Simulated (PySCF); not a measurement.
Orbital gap (eV) of eight silicon and germanium compounds: PBE beside ωB97X, computed with PySCF for isolated molecules in the bases named; differences from unrounded values. The eight are the first of their class met in an unordered collection, after screening for sound electronic states; none was chosen by its value. Each molecule has one DFT geometry for both levels.

```tsv
molecule	basis	ωB97X	PBE	difference
FH₆NOSi₂, SMILES N[Si@@H](O)[SiH2]F	def2-TZVP	11.45	4.78	-6.67
C2H6O2Si, SMILES OC(=O)[SiH2]C	def2-TZVP	11.91	4.58	-7.32
Si(F)2(OMe)(NH2) (CH₅F₂NOSi), SMILES CO[Si](N)(F)F	def2-TZVP	13.51	6.45	-7.06
C₃H₆O₂Si, SMILES C=C=C[SiH](O)O	def2-TZVP	11.72	5.10	-6.63
C2H9ClSi3, SMILES C=C(Cl)[SiH2][SiH2][SiH3]	def2-TZVP	11.00	4.58	-6.42
C4H10Si, SMILES C1CC[SiH2]C1	def2-TZVP	13.19	6.85	-6.33
CH4Cl2OSi2, SMILES Cl[Si]1(Cl)CO[SiH2]1	def2-TZVP	11.37	5.03	-6.34
CH8FNSi2, SMILES N[SiH2][SiH2]CF	def2-TZVP	11.38	4.76	-6.62
```

PBE lies below ωB97X in 8 and above it in 0 of the eight; the mean signed difference is -6.67 and the largest -7.32 eV.
